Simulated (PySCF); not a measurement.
SiOF, SMILES O=[Si]F, multiplicity 2. Atoms are numbered in the order given.

```xyz
3

Si     0.3790     0.0736     0.0000
O     -0.3441     1.4101     0.0000
F     -0.2836    -1.3679     0.0000
```
Charge 0, spin multiplicity 2.

The structure is a stationary point at PBE0-D3(BJ)/def2-TZVP.

Method: PBE/pcH-1 (PySCF).

Unrestricted Kohn–Sham, ⟨S²⟩ = 0.753. Hyperfine tensors hold the contact and dipolar terms, without spin-orbit corrections.

Computed hyperfine couplings:
```tsv
nucleus	A(iso) (MHz)	A(iso) (G)	dipolar principal values (MHz)
29Si no. 1	-878.8	-313.6	-87.9, 37.5, 50.4
17O no. 2	1.0	0.3	-98.8, 45.1, 53.7
19F no. 3	500.5	178.6	-191.7, -171.6, 363.3
```

Problem. And the g tensor (effective nuclear charges for spin-orbit coupling, GIAO)? (An estimate is asked for; the answer gives what the named calculation found.)

Solution. principal values 1.9955, 2.0011, 2.0028; isotropic 1.9998.
